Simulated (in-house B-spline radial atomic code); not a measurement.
A run on Lu that did not converge. Method: Dirac-Kohn-Sham LC-wPBE, spherical fractional occupations, Fermi nucleus of rms radius 5.37 fm; computed with a B-spline radial code for spherical atoms.

Command:
```bash
python run_scf.py task.json out
```
Settings (nuclear radius in fm, mass in u):
```
Z                71
configuration    [Xe] 4f14 5d1 6s2
hamiltonian      dirac
method           lc_wpbe
spin_polarised   False
nucleus          fermi
rms_radius       5.37
atomic_mass      174.94078
speed_of_light   137.035999084
```

First and last ten iterations of the last attempt (damped for 15 steps, keeping 80 % of the old Fock matrix, then DIIS):
```
 iter        energy (Eh)    residual
    1      -14577.193530    5.96e-01
    2      -14436.536759    1.18e+00
    3      -14572.291414    4.58e-01
    4      -14576.669676    2.14e-01
    5      -14578.103647    1.01e-01
    6      -14578.523809    6.26e-02
    7      -14578.654577    3.99e-02
    8      -14578.707162    2.82e-02
    9      -14578.734324    2.13e-02
   10      -14578.750154    1.60e-02
  111      -14578.773524    9.22e-06
  112      -14578.773524    9.44e-06
  113      -14578.773524    8.15e-06
  114      -14578.773524    9.05e-06
  115      -14578.773524    7.52e-06
  116      -14578.773524    7.75e-06
  117      -14578.773524    7.64e-06
  118      -14578.773524    7.31e-06
  119      -14578.773524    7.58e-06
  120      -14578.773524    1.09e-05
 not converged after 120 iterations
```

The smallest residual met was 1.4e-06; the threshold is about 7e-07. Over the last five steps the energy moves by less than 3e-07 hartree, but the orbitals didn't meet the threshold. Cost of the run: 5.1 min on 1 thread of x86-64 server CPU (shared host).
